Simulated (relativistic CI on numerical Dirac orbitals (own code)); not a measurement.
## Fe³⁺ in a cubic cluster: 3p photoemission with charge transfer

Computed with a charge-transfer multiplet model of a cubic metal-ligand cluster with up to one ligand hole, Slater and spin-orbit integrals from Dirac-Coulomb-Breit ions, Slater integrals scaled by 0.8. The ground state mixes d5 with configurations of k ligand holes L, whose averages lie at kΔ + k(k − 1)U_dd/2; a core hole lowers each added d electron by U_cd. 300 K, Lorentzian 0.9 eV and Gaussian 0.8 eV FWHM.

Atomic integrals in eV (Slater integrals scaled, ζ unscaled), ground: F2dd 9.587, F4dd 5.993, zeta_d 0.056; with the core hole: F2dd 10.399, F4dd 6.537, zeta_d 0.062, zeta_core 1.048, F2cd 10.932, G1cd 13.464, G3cd 8.268.

Cluster parameters (eV): Δ = 1.8, U_dd = 7.4, U_cd = 9.3, 10Dq(ligand) = 0.1, V(eg) = 1.55, V(t2g) = -0.81, final-state hopping factor = 0.8.

```json
{"Case": "10Dq = 0.2 eV", "n_d": "5.18", "d5": "0.82", "d6L": "0.18", "S": "2.50"}
{"Case": "10Dq = 0.5 eV", "n_d": "5.18", "d5": "0.82", "d6L": "0.18", "S": "2.50"}
{"Case": "10Dq = 1.1 eV", "n_d": "5.17", "d5": "0.83", "d6L": "0.17", "S": "2.50"}
```

Weights, n_d and S are thermal averages at 300 K. Binding energies count from the first peak over 30 % of the highest in each spectrum, which can be another peak from case to case. The parameters are a model scan and need not match a compound or its usual spin state. Peaks in eV (height, largest 100):
- 10Dq = 0.2 eV: 0.0 (73), 5.5 (100), 9.8 (36), 17.4 (9), 19.9 (29), 27.2 (60)
- 10Dq = 0.5 eV: 0.0 (71), 5.4 (100), 9.7 (35), 17.3 (9), 19.8 (28), 27.1 (60)
- 10Dq = 1.1 eV: 0.0 (66), 5.3 (100), 9.5 (33), 17.2 (8), 19.9 (26), 27.0 (60)

Curve for 10Dq = 1.1 eV (points under 2 left out, the grid thinned):

E (eV), Intensity and a bar:
```
     -4.5        2.1 
     -3.7        2.9 
     -2.9        4.5 #
     -2.1        8.7 ##
     -1.3       25.6 ########
     -0.6       56.4 ##################
      0.2       64.7 #####################
      1.0       57.0 ##################
      1.8       49.4 ################
      2.6       32.5 ##########
      3.4       28.8 #########
      4.2       40.0 #############
      5.0       91.5 ##############################
      5.8       77.3 #########################
      6.5       46.0 ###############
      7.3       42.0 #############
      8.1       26.0 ########
      8.9       25.6 ########
      9.7       32.2 ##########
     10.5       17.5 #####
     11.3        7.9 ##
     12.1        4.6 #
     12.9        3.5 
     13.6        3.4 
     14.4        3.5 
     15.2        3.1 
     16.0        3.8 #
     16.8        7.3 ##
     17.6        7.7 ##
     18.4        8.2 ##
     19.2       19.2 ######
     19.9       26.3 ########
     20.7       20.2 ######
     21.5       16.0 #####
     22.3        7.0 ##
     23.1        3.7 #
     23.9        3.5 
     24.7        5.1 #
     25.5       11.6 ###
     26.3       37.2 ############
     27.0       59.7 ###################
     27.8       29.5 #########
     28.6        8.3 ##
     29.4        3.6 #
     30.2        2.1
```

For the case 10Dq = 1.1 eV, Δ = 1.8 eV is smaller than U_dd = 7.4 eV, the charge-transfer side of the Zaanen-Sawatzky-Allen scheme. With the core hole the average of the configuration with one ligand hole lies at Δ − U_cd = -7.5 eV before mixing: it lies below the unscreened one, so the lowest final states are mostly screened and the unscreened weight appears at higher binding energy as a satellite.

With at most 1 ligand hole the space is cut while the next configuration still counts, so covalency is underestimated, and a final configuration with one more ligand hole, which can lie low, is missing from the spectra.
